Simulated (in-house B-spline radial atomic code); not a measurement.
Values are calculated unless marked as measured or tabulated.
# Weak and strong correlation along the adiabatic connection

Two-electron singlets in several external potentials (atomic units), by full CI in B-splines with partial waves to l = 8 (correlation energies up to 0.6 % small). The repulsion is scaled by λ at fixed density; W(λ) is the mean repulsion less the Hartree energy, W(0) = E_x, and the area under W from 0 to 1 is E_xc.

Relative drop (W(λ) − E_x)/E_x:

```tsv
system	λ = 0.12	λ = 0.25	λ = 0.4	λ = 0.6	λ = 0.8	λ = 1
−V exp(−r²/w²), V = 6.38, w = 3.99	0.0171	0.0341	0.0520	0.0732	0.0919	0.1084
−Z/r, Z = 0.75, wall at 6 bohr	0.0278	0.0538	0.0793	0.1077	0.1313	0.1510
−Z/r, Z = 4, wall at 1.4 bohr	0.0047	0.0097	0.0153	0.0225	0.0295	0.0362
ω²r²/2 − Z/r, ω = 0.0535, Z = 0.7	0.0387	0.0734	0.1062	0.1411	0.1685	0.1905
−Z/r, Z = 18	0.0010	0.0021	0.0033	0.0050	0.0066	0.0083
−V exp(−r²/w²), V = 14.7, w = 1.26	0.0080	0.0163	0.0255	0.0370	0.0479	0.0582
−Z exp(−kr)/r, Z = 1.91, k = 0.0682	0.0117	0.0237	0.0366	0.0526	0.0673	0.0808
```

**Question.** Order the systems by how far second-order (GL2) theory, half the initial slope (estimated from the first points of each curve), overshoots the correlation energy, least first.
A. −V exp(−r²/w²), V = 6.38, w = 3.99
B. ω²r²/2 − Z/r, ω = 0.0535, Z = 0.7
C. −Z exp(−kr)/r, Z = 1.91, k = 0.0682
D. −Z/r, Z = 0.75, wall at 6 bohr
E. −Z/r, Z = 4, wall at 1.4 bohr
F. −V exp(−r²/w²), V = 14.7, w = 1.26
G. −Z/r, Z = 18

**Answer.** G (GL2/E_c = 1.01), E (GL2/E_c = 1.07), F (GL2/E_c = 1.11), C (GL2/E_c = 1.16), A (GL2/E_c = 1.24), D (GL2/E_c = 1.42), B (GL2/E_c = 1.54).

**Question.** What else changes along this order?

**Answer.** The ratio follows the bend of the curve. With it the leading natural occupation goes from 2.000 to 1.881 and −T_c/E_c from 0.99 to 0.65 between the first and the last.
